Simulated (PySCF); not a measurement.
## A PySCF run on GaI⁺

State: ²Σ⁺ (doublet), unpaired electrons σ ↑.

An equivalent input (the run itself took its basis sets from the Basis Set Exchange, started from a PBE0 density and held the occupation σ 12α 11β, πx 6α 6β, πy 6α 6β, δx 2α 2β, δy 2α 2β):

```python
from pyscf import gto, dft
mol = gto.M(atom='Ga 0 0 0; I 0 0 2.486', basis={'Ga': 'def2-SVP', 'I': 'def2-SVP'}, ecp={'I': 'def2-SVP'},
            charge=1, spin=1, verbose=4, symmetry='C2v')
mf = dft.UKS(mol, xc='R2SCAN')
mf.grids.atom_grid = (80, 434)
mf.grids.prune = dft.gen_grid.treutler_prune
mf.irrep_nelec = {'A1': (14, 13), 'A2': (2, 2), 'B1': (6, 6), 'B2': (6, 6)}
mf.conv_tol = 1e-9
mf.max_cycle = 60
mf.diis_space = 10
mf.kernel()
```

The log (some set-up lines and the per-cycle HOMO/LUMO lines removed):

```
******** <class 'pyscf.dft.uks_symm.SymAdaptedUKS'> ********
method = SymAdaptedUKS
damping factor = 0
level_shift factor = 0
DIIS = <class 'pyscf.scf.diis.CDIIS'>
diis_start_cycle = 1
diis_space = 10
diis_damp = 0
SCF conv_tol = 1e-09
SCF conv_tol_grad = None
SCF max_cycles = 60
number electrons alpha = 28  beta = 27
Set gradient conv threshold to 3.16228e-05
init E= -2222.13827846766
cycle= 1 E= -2222.1392131823  delta_E= -0.000935  |g|= 0.0172  |ddm|= 0.0819
cycle= 2 E= -2222.13900914146  delta_E= 0.000204  |g|= 0.0227  |ddm|= 0.0513
cycle= 3 E= -2222.13930437411  delta_E= -0.000295  |g|= 0.00658  |ddm|= 0.0427
cycle= 4 E= -2222.13933635858  delta_E= -3.2e-05  |g|= 0.000566  |ddm|= 0.0108
cycle= 5 E= -2222.13933653075  delta_E= -1.72e-07  |g|= 0.000214  |ddm|= 0.00122
cycle= 6 E= -2222.13933657267  delta_E= -4.19e-08  |g|= 5.99e-05  |ddm|= 0.000445
cycle= 7 E= -2222.1393365757  delta_E= -3.03e-09  |g|= 1.06e-05  |ddm|= 0.000146
cycle= 8 E= -2222.13933657583  delta_E= -1.33e-10  |g|= 1.59e-06  |ddm|= 2.87e-05
Extra cycle  E= -2222.13933657583  delta_E= 5e-12  |g|= 3.37e-06  |ddm|= 1.09e-05
converged SCF energy = -2222.13933657583  <S^2> = 0.7588018  2S+1 = 2.0087825
```

Repeating this along the bond gives Re = 2.454 Å and ωe = 234 cm⁻¹.

A point of this curve took 1.2 CPU seconds beside 0.43 for the integrals, on Oxide Virtual Turin-like (shared host).

Spin–orbit coupling is left out. The state is the lowest determinant that a PBE0 search found; another state may lie lower at other levels.
